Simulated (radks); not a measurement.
Values are calculated unless marked as measured or tabulated.
Pr IV, 56 electrons, occupied as [Xe] 4f2. Level of theory: Dirac Kohn-Sham, XLYP, spin-unpolarised, spherical densities, finite nucleus; open shells are shared between the two j in proportion to 2j + 1; Fermi nuclear charge, rms radius 4.8919 fm (a radial shooting solver on a logarithmic mesh with Libxc functionals).

Unscreened Slater integrals over Kohn-Sham orbitals (hartree). Large and small components are both included.

F0(4f7/2,4f7/2): 0.91224
F2(4f7/2,4f7/2): 0.42635
F4(4f7/2,4f7/2): 0.26598
F6(4f7/2,4f7/2): 0.19092
F0(4f7/2,4f5/2): 0.91641
F2(4f7/2,4f5/2): 0.42841
F4(4f7/2,4f5/2): 0.26729
G2(4f7/2,4f5/2): 0.42775
G4(4f7/2,4f5/2): 0.26690
G6(4f7/2,4f5/2): 0.19159
F0(4f7/2,5p3/2): 0.62052
F2(4f7/2,5p3/2): 0.22947
G2(4f7/2,5p3/2): 0.12966
G4(4f7/2,5p3/2): 0.098880
F0(4f7/2,5p1/2): 0.64293
G4(4f7/2,5p1/2): 0.10919
F0(4f5/2,4f5/2): 0.92063
F2(4f5/2,4f5/2): 0.43052
F4(4f5/2,4f5/2): 0.26864
F0(4f5/2,5p3/2): 0.62177
F2(4f5/2,5p3/2): 0.22848
G2(4f5/2,5p3/2): 0.12787
G4(4f5/2,5p3/2): 0.097722
F0(4f5/2,5p1/2): 0.64432
G2(4f5/2,5p1/2): 0.14274
F0(5p3/2,5p3/2): 0.52721
F2(5p3/2,5p3/2): 0.28528
F0(5p3/2,5p1/2): 0.53885
G2(5p3/2,5p1/2): 0.28953
F0(5p1/2,5p1/2): 0.55160
